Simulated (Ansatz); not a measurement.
BH4OSbTe. Charge 0, multiplicity 1. Sb, Te takes the def2 core potential. The bonds changed during the relaxation, so this is another structure than the one it started from. Geometry: relaxed with PBE0-D4/def2-TZVP. It is one conformer, not always the lowest.

```xyz
8

B    -0.431    0.387    1.059
Sb   -0.502    0.522   -1.161
O     1.359    1.119   -1.413
Te    0.199   -1.765    0.379
H    -1.485    0.327    1.618
H     0.539    0.860    1.571
H     1.650    0.952   -2.313
H    -1.329   -2.403    0.261
```

Question: What is the dipole moment at B3LYP/def2-TZVPP? (Estimate.)

Answer: Computed: 2.57 D, with components (-0.79, -1.38, -2.02) D in this frame, pointing from negative to positive charge.

Question: And with PBE, r2SCAN, ωB97M-V? (Best estimate.)

Answer: Ansatz gave: PBE 2.51 D, r2SCAN 2.51 D, ωB97M-V 2.59 D.

Question: Give the Mulliken charges with B3LYP, r2SCAN, ωB97M-V in def2-TZVPP. (Best estimate.)

Answer: The calculation gave: 
```csv
atom,B3LYP,r2SCAN,ωB97M-V
B1,-0.40,-0.38,-0.48
Sb2,0.54,0.54,0.49
O3,-0.51,-0.52,-0.49
Te4,0.12,0.13,0.08
H5,0.04,0.02,0.10
H6,0.05,0.03,0.11
H7,0.18,0.20,0.17
H8,-0.03,-0.01,0.01
```

B3LYP here is the variant with VWN-RPA as its local correlation; programs differ in this.
